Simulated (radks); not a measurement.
All-electron atom: the ytterbium ion Yb64+ in [He] 2s2 2p2. All-electron calculation, non-relativistic Kohn-Sham, Slater X-alpha with alpha = 0.715, spin-polarised, spherical densities, point nucleus; open shells are filled with parallel spins first (spin-orbit coupling, left out, can overturn this in heavy ions); relativity is left out, which matters for an element this heavy. Program: a radial shooting solver on a logarithmic mesh with Libxc functionals.

Unscreened Slater integrals over Kohn-Sham orbitals (hartree). They are taken over the spin-up orbitals.

| integral | value |
|---|---|
| F0(2p,2p) | 12.238 |
| F2(2p,2p) | 5.9028 |
| F0(2p,2s) | 10.985 |
| G1(2p,2s) | 6.0387 |
| F0(2p,1s) | 16.422 |
| G1(2p,1s) | 3.3240 |
| F0(2s,2s) | 10.222 |
| F0(2s,1s) | 14.277 |
| G0(2s,1s) | 1.4616 |
| F0(1s,1s) | 43.411 |

Derived for the open shells (J is the average intra-shell exchange parameter used in DFT+U). 2p: J = F2/5 = 1.181 hartree.
